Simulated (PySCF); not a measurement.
SMILES c1(cccc(OC)c1)OC, singlet (GFN2-xTB optimised geometry):

```
20

C      3.406     1.789     0.010
O      2.002     1.713     0.000
C      1.418     0.479     0.000
C      2.104    -0.727     0.000
C      1.384    -1.913     0.000
C      0.008    -1.913     0.000
C     -0.686    -0.700     0.000
O     -2.045    -0.792     0.001
C     -2.797     0.396     0.003
C      0.022     0.490    -0.001
H      3.828     1.323     0.906
H      3.841     1.324    -0.881
H      3.643     2.852     0.012
H      3.181    -0.761     0.001
H      1.917    -2.852     0.000
H     -0.557    -2.831     0.000
H     -2.595     0.999     0.894
H     -2.603     0.996    -0.892
H     -3.841     0.084     0.008
H     -0.463     1.452    -0.001
```

Level of theory: PBE0/def2-SVP (PySCF 2.14.0).

Problem. What are the frontier orbital energies and the dipole moment?

Solution. HOMO-2 -8.57 eV, HOMO-1 -6.67 eV, HOMO -6.12 eV, LUMO 0.21 eV, LUMO+1 0.62 eV; dipole moment 1.33 D.

Meta-Löwdin charges at PBE0/def2-SVP: C1 -0.09, O2 -0.34, C3 0.22, C4 -0.20, C5 -0.09, C6 -0.16, C7 0.22, O8 -0.34, C9 -0.09, C10 -0.21, H11 0.10, H12 0.10, H13 0.12, H14 0.11, H15 0.11, H16 0.12, H17 0.10, H18 0.10, H19 0.12, H20 0.12.
